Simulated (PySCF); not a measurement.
**Exercise with solution: chemical shift, span and skew from a shielding tensor**

2-chlorobuta-1,3-diene (C4H5Cl), SMILES ClC(=C)C=C. Atoms are numbered in the order given.

```xyz
10

C     -0.4405     2.0780     0.0000
C      0.6018     1.2364     0.0000
C      0.5413    -0.2254     0.0000
C      1.6233    -1.0189     0.0000
Cl    -1.0578    -0.9556     0.0000
H     -1.4680     1.7078     0.0000
H     -0.2865     3.1592     0.0000
H      1.6223     1.6345     0.0000
H      2.6199    -0.5711     0.0000
H      1.5402    -2.1060     0.0000
```
Charge 0, spin multiplicity 1.

Coordinates come from a B3LYP-D3(BJ)/def2-SVP optimisation. The values are those of a single conformer.

GIAO shieldings from KT2/pcSseg-1 (PySCF), non-relativistic, no solvent. The symmetric part of the tensor of C4 has the principal values -16.7, 86.8, 139.4 ppm. The same nucleus in TMS has σ = 185.1 ppm at this level (PySCF, at its B3LYP-D3(BJ)/def2-TZVP geometry). Without spin–orbit terms, shifts of atoms bonded to Cl or Br come out too high.

Work out the isotropic shielding, the ¹³C shift against TMS, the span and the skew.


σ(iso) = (σ11 + σ22 + σ33)/3 = 69.8 ppm. δ = σ(ref) − σ(iso) = 185.1 − (69.8) = 115.3 ppm.
Span Ω = σ33 − σ11 = 156.1 ppm. Skew κ = 3(σ(iso) − σ22)/Ω = -0.33. Tumbling in solution averages the tensor to δ; in a static solid the shielding alone would spread this spin-1/2 line over Ω.
